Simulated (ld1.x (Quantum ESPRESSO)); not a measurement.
## Cutoff test, nickel (Ni), TM

Ni (Z = 28), norm-conserving Troullier–Martins (Kleinman–Bylander form), made with ld1.x (Quantum ESPRESSO) 7.5 (PBE, scalar-relativistic). Core [Ar], reference 3d8.5 4s1.5 4p0. Waves: 4p (bound, empty): rc 2.60 bohr; 3d (bound): rc 1.30 bohr; 4s (bound): rc 2.35 bohr. Local part: the s channel. Core correction: none.

The pseudo-atom Hamiltonian at the reference potential is diagonalised in spherical Bessel functions j_l(qr) that vanish at 20 bohr, with q² up to the cutoff. All-electron valence levels (Ry): 4p -0.0715, 3d -0.4839, 4s -0.3703.

Q: How do the lowest levels (Ry) of each channel move with the cutoff, and are there ghosts?

A:

```json
{"cutoff (Ry)": "8", "p #1": "-0.0709", "p #2": "0.0517", "d #1": "0.0617", "d #2": "0.1484", "s #1": "-0.3668", "s #2": "0.0059", "f #1": "0.1120", "f #2": "0.2383", "Σ f·Δε (mRy)": "4643.4"}
{"cutoff (Ry)": "21", "p #1": "-0.0714", "p #2": "0.0515", "d #1": "0.0617", "d #2": "0.1483", "s #1": "-0.3698", "s #2": "0.0056", "f #1": "0.1120", "f #2": "0.2383", "Σ f·Δε (mRy)": "4638.7"}
{"cutoff (Ry)": "50", "p #1": "-0.0715", "p #2": "0.0515", "d #1": "0.0611", "d #2": "0.1447", "s #1": "-0.3703", "s #2": "0.0056", "f #1": "0.1120", "f #2": "0.2383", "Σ f·Δε (mRy)": "4632.9"}
{"cutoff (Ry)": "90", "p #1": "-0.0715", "p #2": "0.0515", "d #1": "-0.3630", "d #2": "0.0632", "s #1": "-0.3703", "s #2": "0.0056", "f #1": "0.1120", "f #2": "0.2383", "Σ f·Δε (mRy)": "1027.4"}
{"cutoff (Ry)": "180", "p #1": "-0.0715", "p #2": "0.0515", "d #1": "-0.4836", "d #2": "0.0630", "s #1": "-0.3703", "s #2": "0.0056", "f #1": "0.1120", "f #2": "0.2383", "Σ f·Δε (mRy)": "2.7"}
{"cutoff (Ry)": "350", "p #1": "-0.0715", "p #2": "0.0515", "d #1": "-0.4839", "d #2": "0.0630", "s #1": "-0.3703", "s #2": "0.0056", "f #1": "0.1120", "f #2": "0.2383", "Σ f·Δε (mRy)": "0.0"}
{"cutoff (Ry)": "400", "p #1": "-0.0715", "p #2": "0.0515", "d #1": "-0.4839", "d #2": "0.0630", "s #1": "-0.3703", "s #2": "0.0056", "f #1": "0.1120", "f #2": "0.2383", "Σ f·Δε (mRy)": "0.0"}
```

Result: no extra level below or beside the all-electron valence levels (p, d, s, f tested); 10 mRy is reached at 140 Ry and 1 mRy at 260 Ry.

Its largest configuration-test error is -609 meV.
